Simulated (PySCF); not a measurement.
Delta-SCF ions had no search for a lower state. 

**H5GeOSi, SMILES `[O-][SiH2][GeH3]` (charge -1, multiplicity 1)**

Level of theory: CAM-B3LYP-D3(BJ)/def2-TZVPD in PySCF.

| Item | Result |
|---|---|
| HOMO | -3.04 eV |
| vertical detachment energy (Delta-SCF) | 3.69 eV |
| total energy | -2444.9500 Ha |
| cost | around 100 core-seconds (rough) |

Bonds (Å): O1–Si2 1.554, Si2–Ge3 2.433, Si2–H4 1.513, Si2–H5 1.513, Ge3–H6 1.561, Ge3–H7 1.554, Ge3–H8 1.554. Bond angles (°): O1–Si2–Ge3 115.0, O1–Si2–H4 118.1, O1–Si2–H5 118.1, Ge3–Si2–H4 100.2, Ge3–Si2–H5 100.2, H4–Si2–H5 102.1, Si2–Ge3–H6 114.8, Si2–Ge3–H7 115.8, Si2–Ge3–H8 115.8, H6–Ge3–H7 102.8, H6–Ge3–H8 102.8, H7–Ge3–H8 103.0.
Charge -1, spin multiplicity 1.
